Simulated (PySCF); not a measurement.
# Electronic absorption of C5H7BF2GaN

C₅H₇BF₂GaN.
SMILES: `FB(F)c1ccc[n+]([GaH3-])c1`

Method: TDDFT B3LYP/def2-SVPD, vertical, gas phase, core orbitals frozen in the response (PySCF). Isolated species at its PBE0-D3(BJ)/def2-SVP geometry, gas phase. Relativistic effects, spin–orbit coupling among them, are left out although an element past zinc is present. Torsions of this conformer, `[F:1][B:2]([F:3])[c:4]1[cH:5][cH:6][cH:7][n+:8]([GaH3-:9])[cH:10]1`: F1–B2–C4–C5 180°.

```csv
state,λ (nm),E (eV),f,|μ| (D),"main configurations (H = HOMO, L = LUMO)"
S1,338.8,3.66,0.014,1.00,H→L (99%)
S2,328.9,3.77,0.0014,0.31,H-1→L (99%)
S3,298.6,4.15,0.021,1.15,H→L+1 (96%)
S4,290.9,4.26,0.0049,0.55,H-1→L+1 (97%)
S5,245.1,5.06,0.0016,0.29,H-3→L (98%)
S6,232.5,5.33,0.076,1.93,"H-2→L (67%), H-4→L+1 (14%), H-2→L+1 (9%)"
S7,225.0,5.51,0.0013,0.25,H-3→L+1 (98%)
S8,208.4,5.95,0.100,2.10,"H-2→L+1 (48%), H-4→L (31%), H-2→L (19%)"
S9,201.6,6.15,0.015,0.79,H→L+2 (90%)
S10,197.0,6.29,0.0046,0.44,H-1→L+2 (88%)
```

Triplets (Tamm–Dancoff): T1 3.54 eV, H→L (93%); T2 3.75 eV, H-1→L (98%); T3 3.98 eV, H→L+1 (63%), H-2→L (15%), H-2→L+1 (10%); T4 4.11 eV, H-2→L (63%), H→L+1 (28%).

The lowest singlet comes at 339 nm (353 kJ/mol) in the ultraviolet; it is weak; its leading configuration is HOMO→LUMO (99%). The strongest level in the table is S8 at 5.95 eV (208 nm, f = 0.100). Löwdin shares by element: HOMO hydrogen 55% or more, gallium 39%; LUMO carbon 54% or more, boron 11% (atoms not listed hold the other 34%). Weighted by f, the mean energy of these states is 5.43 eV. Of the 10 states listed, 5 reach f = 0.01 and none stays under 0.0005. The listed states span 2.63 eV, and the widest gap between neighbours is 0.79 eV (S4 to S5). The vertical ionisation energy (ΔSCF) is 9.46 eV, 3.17 eV above S10. Only the lowest 10 singlets were computed, as vertical energies without vibronic structure.
